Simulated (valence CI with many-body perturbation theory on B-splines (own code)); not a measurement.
**E1 transitions of Pb74+**

Method: relativistic CI+MBPT: six valence electrons over a frozen Dirac-Fock core [He], a basis of 9 s, 9 p, 8 d, 6 f, 3 g, 1 h functions for each j, with the one-electron correlation potential Σ1 (screened to all orders), the two-electron term Σ2, the three-electron term Σ3, Breit, model QED; selected single and double excitations, second order for the rest, scaled by the run's own slope (own B-spline code, finite nucleus).

No measured spectrum was set against this ion. As an estimate, large intervals hold to a few tenths of a per cent, small ones and those within an open d or f shell to about a per cent. Among the levels kept, up to 1900 cm⁻¹ of a level comes from second order outside the variational space, and about a tenth of that is noise between levels of different J, which matters for small intervals.

Lines 201 to 220 of 220 in falling wavelength, among levels below 13613 eV, chosen from the strongest by gf and those to the six lowest levels. Wavelengths and rates use the calculated energies. Electric multipoles are in the length gauge with retardation, E1 and E2 with the static RPA response of the core. Weak lines are less certain than strong ones. Lines between different terms over intervals too small for the method are left out, as are lines whose strength nearly cancels. The highest levels of a list are the least certain.

Levels are named by their leading jj configuration (3d3/2^4 stands for four electrons in 3d with j = 3/2), which in mixed levels can hold well under half, so a name can repeat and another be missing. Letters in brackets count levels of one name in rising energy.

```tsv
λ vac (Å)	Upper	Lower	A (s⁻¹)	log gf	Branch %
1.072	(2s^2 2p1/2^2 2p3/2 3d3/2) J=3	(2s^2 2p1/2^2 2p3/2^2) J=2	6.59e+13	-1.10	95.8
1.071	(2s^2 2p1/2^2 2p3/2 3d3/2) J=1	(2s^2 2p1/2^2 2p3/2^2) J=2	4.13e+14	-0.67	65.4
1.060	(2s^2 2p1/2^2 2p3/2 3d5/2) J=1	(2s^2 2p1/2^2 2p3/2^2) J=0	2.18e+15	0.04	91.6
1.057	(2s^2 2p1/2^2 2p3/2 3d5/2) J=2	(2s^2 2p1/2^2 2p3/2^2) J=2	1.58e+15	0.12	100.0
1.055	(2s^2 2p1/2^2 2p3/2 3d5/2) J=3	(2s^2 2p1/2^2 2p3/2^2) J=2	3.55e+15	0.62	100.0
1.054	(2s^2 2p1/2^2 2p3/2 3d5/2) J=1	(2s^2 2p1/2^2 2p3/2^2) J=2	1.99e+14	-1.00	8.4
0.9673	(2s^2 2p1/2 2p3/2^2 3s) J=1 [a]	(2s^2 2p1/2^2 2p3/2^2) J=0	2.09e+11	-4.05	0.0
0.9630	(2s^2 2p1/2 2p3/2^2 3s) J=2 [a]	(2s^2 2p1/2^2 2p3/2^2) J=2	3.70e+13	-1.59	35.1
0.9619	(2s^2 2p1/2 2p3/2^2 3s) J=1 [a]	(2s^2 2p1/2^2 2p3/2^2) J=2	7.76e+13	-1.49	16.5
0.9614	(2s^2 2p1/2 2p3/2^2 3s) J=1 [b]	(2s^2 2p1/2^2 2p3/2^2) J=0	7.39e+13	-1.51	27.5
0.9611	(2s^2 2p1/2 2p3/2^2 3s) J=3	(2s^2 2p1/2^2 2p3/2^2) J=2	7.10e+13	-1.16	52.0
0.9604	(2s^2 2p1/2 2p3/2^2 3s) J=2 [b]	(2s^2 2p1/2^2 2p3/2^2) J=2	3.79e+13	-1.58	8.8
0.9561	(2s^2 2p1/2 2p3/2^2 3s) J=1 [b]	(2s^2 2p1/2^2 2p3/2^2) J=2	2.46e+11	-4.00	0.1
0.9224	(2s 2p1/2^2 2p3/2^2 3p1/2) J=2 [a]	(2s^2 2p1/2^2 2p3/2^2) J=2	3.16e+14	-0.70	96.9
0.9224	(2s 2p1/2^2 2p3/2^2 3p1/2) J=3	(2s^2 2p1/2^2 2p3/2^2) J=2	7.81e+14	-0.16	98.5
0.9189	(2s 2p1/2^2 2p3/2^2 3p1/2) J=1 [a]	(2s^2 2p1/2^2 2p3/2^2) J=0	7.92e+14	-0.52	96.1
0.9189	(2s 2p1/2^2 2p3/2^2 3p1/2) J=1 [b]	(2s^2 2p1/2^2 2p3/2^2) J=0	1.04e+12	-3.40	0.1
0.9141	(2s 2p1/2^2 2p3/2^2 3p1/2) J=1 [a]	(2s^2 2p1/2^2 2p3/2^2) J=2	7.96e+10	-4.52	0.0
0.9140	(2s 2p1/2^2 2p3/2^2 3p1/2) J=1 [b]	(2s^2 2p1/2^2 2p3/2^2) J=2	8.21e+14	-0.51	93.3
0.9139	(2s 2p1/2^2 2p3/2^2 3p1/2) J=2 [b]	(2s^2 2p1/2^2 2p3/2^2) J=2	4.92e+14	-0.51	89.2
```

Problem. How does gf follow from A for the line at 0.9561 Å?

Solution. gf = 1.4992 × (2J+1)_upper × A / σ², with σ = 104591820 cm⁻¹ and 2J+1 = 3: gf = 0.000101.
